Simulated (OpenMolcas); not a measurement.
Os6+ (d2) among equal point charges was computed by CASSCF with the d shell active (OpenMolcas, ANO-RCC-VDZP on the metal). Its lowest spin-free states, and all those of the highest spin:

```json
{"2S+1": "3", "Degeneracy": "1", "E (cm-1)": "0.0"}
{"2S+1": "3", "Degeneracy": "3", "E (cm-1)": "3681"}
{"2S+1": "3", "Degeneracy": "3", "E (cm-1)": "6440"}
{"2S+1": "1", "Degeneracy": "2", "E (cm-1)": "13963"}
{"2S+1": "1", "Degeneracy": "3", "E (cm-1)": "17171"}
{"2S+1": "3", "Degeneracy": "3", "E (cm-1)": "18511"}
{"2S+1": "1", "Degeneracy": "1", "E (cm-1)": "21272"}
{"2S+1": "1", "Degeneracy": "3", "E (cm-1)": "22461"}
{"2S+1": "1", "Degeneracy": "2", "E (cm-1)": "24481"}
{"2S+1": "1", "Degeneracy": "3", "E (cm-1)": "25097"}
{"2S+1": "1", "Degeneracy": "1", "E (cm-1)": "52083"}
```

**Question.** Is the site octahedral, tetrahedral or cube-like, axial, or of lower symmetry?

**Answer.** The states with 2S+1 = 3 have orbital degeneracies 1, 3, 3, 3. Threefold states need a cubic site. For d2 at this spin an octahedron puts the threefold T1 below the threefold T2 and a tetrahedron or cube puts the single A2 below the threefold T2, so the site is a tetrahedron or a cube, which this pattern cannot tell apart. The first gap at this spin, 3680 cm-1, is |10Dq| in ligand-field theory. The run had Os6+ among 4 point charges of -1.5 e arranged as a tetrahedron (Td), 1.85 Å from the ion.

Spin-orbit coupling mixes the spin-free states strongly: the lowest level takes only 41 % from its leading state, 3T2, which lies 3681 cm-1 above the lowest spin-free state. Without dynamic correlation the repulsion within the d shell is too large (B by tens of per cent), so at a given field states of lower spin stand too high. Point charges carry no covalency, so the field is a model and not that of real ligands. No measured value stands beside these numbers.
